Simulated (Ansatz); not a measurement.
Calculated with Ansatz (gas phase, PBE0-D4/def2-TZVP geometries, no zero-point term in ΔE). CBS: MP2 limit from def2 TZ/QZ plus the TZ coupled-cluster correction, frozen cores. Functionals use def2-TZVPP. Elements past krypton have def2 core potentials. For In, Se outer-core shells are correlated without core-valence functions, which leaves a few kJ/mol of doubt a bond. Scalar relativity is left out up to krypton. Each species was taken in one conformer, which may not be the lowest.

Consider the cleavage of the Si–Si bond: `N[SiH]([SiH3])[SeH]` + `[CH3][In]([OH])[F]` → `[CH3][In]([F])[O][SiH3]` + `N[SiH2][SeH]`.

```csv
level,ΔE (kJ/mol)
B97M-V,-106.6
r2SCAN0-D4,-108.6
ωB97M-V,-112.9
r2SCANh,-106.6
```

Q: What does CCSD(T)/CBS give? (An estimate is asked.)

A: The calculation gave: -111.5 kJ/mol. The listed levels differ from it by 4.9, 2.9, -1.4, 4.9 kJ/mol.

Largest T1 diagnostic among the species: 0.016.

The D4 term adds +5.3 kJ/mol with B3LYP and +2.9 kJ/mol with PBE0; it sums over pairs of atoms, weighted by their polarisabilities, and B3LYP, whose exchange is more repulsive, gets the larger term. From r2SCAN to r2SCAN0 (25 % exact exchange), in def2-TZVPP and without D4, ΔE moves by −4.9 kJ/mol. Leaving LDA and LC-ωPBE aside and taking each functional with its dispersion term where it has one, the values, not all of them listed here, spread over 40.6 kJ/mol, from BHLYP-D4 to revPBE-D4.

B3LYP here is the variant with VWN-RPA as its local correlation; programs differ in this.
